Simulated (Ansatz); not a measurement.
```yaml
crystal:
  periodic: [false, false, false]
  atoms:
    - {symbol: F, position_ang: [-0.628183, -2.045497, 1.051378]}
    - {symbol: Si, position_ang: [-0.883093, -0.618784, 1.930196]}
    - {symbol: Br, position_ang: [2.442364, 0.036587, -0.956447]}
    - {symbol: N, position_ang: [-0.271263, 0.417059, 0.726840]}
    - {symbol: Si, position_ang: [0.239505, 0.277144, -0.866905]}
    - {symbol: H, position_ang: [-0.352538, 1.453325, 1.029570]}
    - {symbol: H, position_ang: [-0.105816, 1.455116, -1.698360]}
    - {symbol: H, position_ang: [-0.394578, -0.945348, -1.437839]}
basis:
  gaussian: {orbitals: cc-pVTZ-DK, fitting: {mean_field: def2-universal-jkfit}}
total_charge: -2
magnetization: {spin_polarized: true, initial_magnetization: 0}
hamiltonian: {xc: {name: wB97}, pseudopotentials: {relativity: scalar}}
scf: {lower_state_search: full}
output: {forces: true}
```

```sh
$ ansatz run in.yaml --threads 4 --pin off --events-out ev --progress --plain --max-ram 10444MiB
```

Shortened log:

```
Functional definition: wB97
730 factors; integrals over basis functions are off by at most 1.1e0 eV
730 factors; integrals over basis functions are off by at most 5.2e-5 eV
mean field evaluation 1: about -90967.2513 eV, gradient 2.9e1 eV
mean field evaluation 2: about -90967.2511 eV, gradient 2.9e1 eV
mean field evaluation 4: about -90971.4678 eV, gradient 3.2e0 eV
mean field evaluation 8: about -90971.5678 eV, gradient 1.9e-1 eV
mean field evaluation 16: about -90971.5702 eV, gradient 6.6e-3 eV
mean field evaluation 64: about -90972.0482 eV, gradient 3.2e-4 eV
mean field -90972.04822806 eV, -3343.1611093120 hartree, gradient 2.3e-5 eV, S^2 0.931115; 12 other end points of the search recorded, 0 dependent functions left out
reference -90972.04822142 eV, -3343.1611090682 hartree; 42, 42 occupied and 171, 171 virtual orbitals, 730 factors
Total energy: -90972.04822142 eV, -3343.1611090682 hartree
Relativity: scalar
Atom 0 at    -0.628183    -2.045497     1.051378 Å, force     0.037642    -0.696862    -0.211326 eV/Å
Atom 1 at    -0.883093    -0.618784     1.930196 Å, force    -0.944746    -1.003299     2.243831 eV/Å
Atom 2 at     2.442364     0.036587    -0.956447 Å, force     4.900551    -0.568093     0.160589 eV/Å
Atom 3 at    -0.271263     0.417059     0.726840 Å, force    -0.014877     4.476625     0.649465 eV/Å
Atom 4 at     0.239505     0.277144    -0.866905 Å, force    -3.084703    -0.380521    -1.744848 eV/Å
Atom 5 at    -0.352538     1.453325     1.029570 Å, force     0.252410    -2.454700    -0.648270 eV/Å
Atom 6 at    -0.105816     1.455116    -1.698360 Å, force    -0.772060     0.602986    -0.186470 eV/Å
Atom 7 at    -0.394578    -0.945348    -1.437839 Å, force    -0.374216     0.023865    -0.262971 eV/Å
Dipole moment:     1.117509     0.399051    -0.855788 e Å
```

Problem. Something in this input is off. What?

Solution. The charge is far from anything that the molecule holds. Self-consistency was reached. The result belongs to that input, not to the molecule as meant.
